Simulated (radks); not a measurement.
Sb, 51 electrons, occupied as [Kr] 4d10 5s2 5p3 (the NIST ground configuration).

All-electron calculation, scalar-relativistic Kohn-Sham, Slater X-alpha with alpha = 0.657, spin-unpolarised, spherical densities, point nucleus. Program: a radial shooting solver on a logarithmic mesh with Libxc functionals.

Energy parts (Ry):
| part | energy |
|---|---|
| total | -12937.54882 |
| kinetic | 13535.39128 |
| electron-nucleus | -31321.56976 |
| Hartree | 5163.15075 |
| exchange | -314.52110 |

Orbitals (lengths in bohr, moments of r in powers of bohr; <r^-3> diverges for s and p1/2):
orbital  occ.  eigenvalue (Ry)  <r^-3>      <r>   <1/r>
1s          2        -2224.172       -  0.02845   54.27
2s          2        -338.3202       -   0.1228   12.40
2p          6        -303.8646    5029   0.1072   11.91
3s          2        -66.16107       -   0.3312   4.414
3p          6        -54.93239   940.5   0.3293   4.203
3d         10        -37.74693   129.6   0.3058   3.973
4s          2        -10.78332       -   0.7912   1.761
4p          6         -7.33976   176.0   0.8533   1.603
4d         10         -2.34670   16.98    1.035   1.291
5s          2         -0.87246       -    2.230  0.5823
5p          3         -0.28781   12.18    2.978  0.4348

The highest occupied level is 5p at -3.916 eV. The density falls to 0.001 e/bohr^3 at r = 4.76 bohr. For comparison, the ionisation energy in NIST's Atomic Spectra Database is 8.608 eV (measured). In exact Kohn-Sham theory the highest level is minus the ionisation energy, but local and semilocal functionals leave it too shallow, through self-interaction and a potential that decays too fast; potentials with the right tail come closer.

Beside tabulated values, note that spin-unpolarised runs miss the spin-polarisation part of the exchange energy of open shells.
